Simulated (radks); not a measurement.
Coulomb parameter of the 4d shell of the zirconium ion Zr2+ in the model configuration [Kr] 4d0.5 5p1.5, as a second difference U = [E(n + 0.25) + E(n - 0.25) - 2 E(n)] / (0.25)^2 with all orbitals relaxed. "Bare": the charge of the atom changes with n. "Screened": the 5p shell takes up the change at fixed total charge, which measures U(4d,4d) + U(5p,5p) - 2 U(4d,5p). Calculated with a radial shooting solver on a logarithmic mesh with Libxc functionals: Dirac Kohn-Sham, PBE, spin-unpolarised, spherical densities, point nucleus; open shells are shared between the two j in proportion to 2j + 1.

start: configuration [Kr] 4d0.5 5p1.5; E - E(n) (eV) 0.000
bare +0.25: configuration [Kr] 4d0.75 5p1.5; E - E(n) (eV) -5.271
bare -0.25: configuration [Kr] 4d0.25 5p1.5; E - E(n) (eV) 5.944
screened +0.25: configuration [Kr] 4d0.75 5p1.25; E - E(n) (eV) -1.995
screened -0.25: configuration [Kr] 4d0.25 5p1.75; E - E(n) (eV) 2.112

U(bare) = 10.763 eV, U(screened by 5p) = 1.871 eV.
